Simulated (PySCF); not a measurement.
## Telling isomers of C4H13FSi4 apart by NMR

Computational details: shieldings: GIAO PBE0/pcSseg-1, GFN2-xTB geometry, in PySCF 2.14 (averaged over atoms made equivalent by symmetry, fast rotation or ring inversion, a single conformation, relativity neglected, isolated molecule).

Shifts are taken against calculated references (same method and geometry level): $^{1}$H and $^{13}$C against TMS. Splittings of carbon signals by F and P are missing where no couplings were computed. Where no couplings were computed, multiplicities follow the n + 1 count of equivalent neighbours, and m marks all less simple cases (inequivalent or close neighbours, rings, F or P nearby). Shifts are as computed. Against solution values, carbons near 30 ppm lie about +3 ppm off and those near 130 ppm about +5 ppm. Of 1309 compounds with measured shifts, 239 miss one by over three times the rms of a fit or turn the order of signals round; such compounds aren't used in these exercises.

(1) Tabulate the signals of `F[Si@@H]1CC[C@@H]1C1[SiH2][SiH2][SiH2]1`, `C=C(C)[Si@@]1(F)[SiH2][SiH2][Si@H]1C` and their relative energies.

(2) What is the quickest way to tell F[Si@@H]1CC[C@@H]1C1[SiH2][SiH2][SiH2]1 from C=C(C)[Si@@]1(F)[SiH2][SiH2][Si@H]1C?

## Answers

(1) 
```tsv
SMILES	carbon types	δC	δH	E rel. (kcal/mol)
F[Si@@H]1CC[C@@H]1C1[SiH2][SiH2][SiH2]1	2×CH 2×CH2	46.7, 30.5, 22.3, 19.2	5.85 (m, 1H), 4.79 (m, 1H), 4.73 (m, 1H), 4.72 (m, 1H), 4.41 (m, 1H), 4.28 (m, 1H), 4.25 (m, 1H), 2.58 (m, 1H), 2.51 (m, 1H), 1.92 (m, 1H), 1.90 (m, 1H), 1.67 (m, 1H), 1.53 (m, 1H)	15.3
C=C(C)[Si@@]1(F)[SiH2][SiH2][Si@H]1C	1×C 1×CH2 2×CH3	151.7, 134.4, 24.4, -7.3	6.23 (m, 1H), 5.92 (m, 1H), 5.08 (m, 1H), 4.25 (m, 1H), 4.11 (m, 1H), 3.96 (m, 1H), 3.72 (m, 1H), 1.93 (s, 3H), 0.33 (d, 3H)	0.0
```

Energies are electronic energies at PBE0/pcSseg-1 on these geometries, without zero-point or thermal terms, each for the one conformer computed, which needn't be the lowest.

(2) Both give the same number of carbon signals, but DEPT or the intensities differ. The first has an sp3 CH bonded to Si at 46.7 ppm, the second a fully substituted alkene carbon (C) at 151.7 ppm.
